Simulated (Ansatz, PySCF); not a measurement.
C2H6O2Si, SMILES C[SiH2]C(=O)O.

Coordinates come from a B3LYP-D3(BJ)/def2-SVP optimisation. The values are those of a single conformer.

Vertical ionisation energy (IE) and electron affinity (EA) in eV. Rows of orbital energies are one-electron estimates. Where ΔSCF, EOM or ADC give a negative EA the extra electron is unbound and the value depends on the basis.

```tsv
level	IE	EA
−ε(HOMO), −ε(LUMO), ωB97X/def2-TZVP (PySCF)	10.24	-1.67
−ε(HOMO), −ε(LUMO), PBE/def2-TZVP (PySCF)	6.29	1.71
ΔSCF, CAM-B3LYP/def2-SVPD (Ansatz), final states of multiplicity 2 and 2	10.31	-1.19
ΔSCF, PBE/def2-SVPD (Ansatz), final states of multiplicity 2 and 2	9.88	-1.03
```

Problem. What vertical singlet–triplet gap does ΔSCF give with CAM-B3LYP/def2-SVPD (Ansatz, a quantum-chemistry and plane-wave program) and with PBE/def2-SVPD (Ansatz)? (Estimate from the structure and the level; the computed values follow.)

Solution. 4.40 and 4.32 eV (triplet above singlet where positive).
